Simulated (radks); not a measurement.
Results of a calculation; reference values are marked as such.
The nitrogen ion N2+ inside a hard spherical wall (all orbitals vanish at R), configuration held at [He] 2s2 2p1 and not refilled when levels cross. Level of theory: non-relativistic Kohn-Sham, LDA (Slater exchange, Perdew-Wang correlation), spin-polarised, spherical densities, point nucleus; open shells are filled with parallel spins first (a radial shooting solver on a logarithmic mesh with Libxc functionals). Eigenvalues in eV for spin up, with the zero of energy where the potential of the charges vanishes at infinity; a dash marks a level that is unbound or too diffuse for the functional's potential to be trusted. A positive occupied level is held by the wall or, in an anion where self-interaction has pushed it up, behind a barrier. The pressure on the wall is -dE/dV.

| R (bohr) | E (hartree) | kinetic (hartree) | e(1s) | e(2s) | e(2p) | e(3s, empty) | e(3p, empty) | pressure (GPa) |
|---|---|---|---|---|---|---|---|---|
| free | -52.47486 | 52.248 | -420.67 | -49.803 | -38.620 | -13.131 | -10.612 | 0 |
| 15 | -52.47486 | 52.248 | -420.67 | -49.803 | -38.620 | -13.131 | -10.612 | < 0.0001 |
| 12 | -52.47486 | 52.248 | -420.67 | -49.803 | -38.620 | -13.131 | -10.612 | < 0.0001 |
| 8 | -52.47486 | 52.248 | -420.67 | -49.803 | -38.620 | -13.085 | -10.507 | < 0.0001 |
| 7 | -52.47486 | 52.248 | -420.67 | -49.803 | -38.620 | -12.957 | -10.290 | < 0.0001 |
| 6 | -52.47486 | 52.248 | -420.67 | -49.802 | -38.619 | -12.518 | -9.675 | 0.00132 |
| 5 | -52.47472 | 52.250 | -420.66 | -49.796 | -38.610 | -11.066 | -7.938 | 0.0414 |
| 3 | -52.42158 | 52.641 | -418.87 | -48.518 | -37.150 | 11.778 | 13.930 | 38.9 |
| 2.5 | -52.26249 | 53.479 | -415.58 | -45.672 | -34.183 | 36.748 | 35.570 | 217 |
| 2 | -51.64998 | 55.888 | -407.63 | -36.650 | -25.727 | 93.408 | 82.081 | 1310 |
| 1.5 | -49.18307 | 63.064 | -389.44 | -5.082 | -0.189 | 241.13 | 196.45 | 9810 |
